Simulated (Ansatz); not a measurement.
A made-up structure of NaAlH2Se, singlet:

```
5
angstrom
Na -0.4519 -0.3761 0.2513
Al -2.9138 -1.0428 -1.0909
Se 1.0356 1.0494 -0.9245
H 0.3941 -0.8032 1.9783
H 2.0893 1.0953 0.0987
```

It is relaxed with PBE-D4/def2-SVP and then PBE0-D4/def2-TZVP (Ansatz 0.2.0). Atoms count as bonded within 1.22 times the sum of their covalent radii (H–H: 0.88 Å). The end point is not checked to be a true minimum.

(1) Does its bonding change? (Judge from chemistry; the calculation decides.)

Results:

(1) Computed: Yes. Formed: Al2–Se3, Al2–H4; broken: none.

Where it ends: The first stage lowers the energy by 4.47 eV in 32 steps. It ends as NaAlH₂Se ([H]1[Na][SeH][Al]1):
Na1  (0.633, 0.294, 1.685)
Al2  (-1.490, -0.793, -0.490)
Se3  (0.210, 1.283, -0.847)
H4  (-0.561, -1.237, 0.980)
H5  (1.361, 0.376, -1.016)
(Å)

Labels in which every atom is bracketed show which atoms are joined, not bond orders.

For scale, one of the runs: PBE0-D4/def2-TZVP relaxation, 129 basis functions, launched by `ansatz run in.yaml --threads 2 --pin off --events-out ev --progress --plain --max-ram 4352MiB`. Hardware: 2 CPU threads of an Arm Neoverse V1, shared host. Wall time about 27 s.
